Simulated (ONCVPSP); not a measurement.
## Before and after: ONCV potential for selenium

```
Element                 : Se (Z = 34)
Generator               : ONCVPSP 4.0.1
Type                    : optimised norm-conserving Vanderbilt (ONCV)
Functional              : PW91
Relativity              : scalar-relativistic
Frozen core             : [Ne]
Valence charge          : 24
Reference configuration : 3s2 3p6 3d10 4s2 4p4
Partial waves           : 3s+4s: rc 0.90 bohr, ncon 4, nbas 8, qcut 17.6 1/bohr, 3 projectors, debl 2.5 Ha; 3p+4p: rc 0.80 bohr, ncon 3, nbas 7, qcut 21 1/bohr, 2 projectors; 3d: rc 0.95 bohr, ncon 3, nbas 8, qcut 15.9 1/bohr, 2 projectors, debl 1.3 Ha
Local potential         : polynomial inside 0.55 bohr (lpopt 5, dvloc0 4 Ha)
Core correction         : Teter function, parameters optimised by the program
```

In the d channel the program set the typed energies aside and used -1.956, 0.250 Ha.

Change: d: qcut 10.8.

Cutoffs: the cutoffs (Ha) at which the residual kinetic energy of the hardest occupied pseudo-wave falls to 1 and 0.1 mHa per electron; they do not see the model core or the augmentation charge, which bear on the density cutoff. Errors are all-electron minus pseudo energies relative to the spin-unpolarised reference configuration.

What does the change do?

Of the 4 tests that both files solve, the error grows in 2 and shrinks in 0 by more than 15 % and 0.3 meV (median size 1.3 → 1.6 meV); neither file shows a bound ghost.

| quantity | base | changed |
| --- | --- | --- |
| cutoffs, loose and tight | 123 Ha, 154 Ha | not determined |
| bound ghosts | none | none |
| GHOST(+) flags under 300 eV | none | none |
| error for 3s2 3p6 3d10 4s2 4p3, meV [ΔE 10.90 eV] | -0.2 | -0.3 |
| error for 3s2 3p6 3d10 4s2 4p2, meV [ΔE 31.33 eV] | -1.4 | -1.7 |
| error for 3s2 3p6 3d10 4s2 4p1, meV [ΔE 62.30 eV] | -3.7 | -5.3 |
| error for 3s2 3p6 3d10 4s1 4p4, meV [ΔE 22.46 eV] | -1.2 | -1.4 |
| s: phases at 0.91 bohr within 0.05 rad from the reference energy up to (Ha; the scan ends near 5) | to the end of the scan | to the end of the scan |
| p: phases at 0.81 bohr within 0.05 rad from the reference energy up to (Ha; the scan ends near 5) | to the end of the scan | to the end of the scan |
| d: phases at 0.96 bohr within 0.05 rad from the reference energy up to (Ha; the scan ends near 5) | to the end of the scan | to the end of the scan |
| rms error of d²Exc/dni dnj with the model core, mHa | 1.41 | 0.54 |
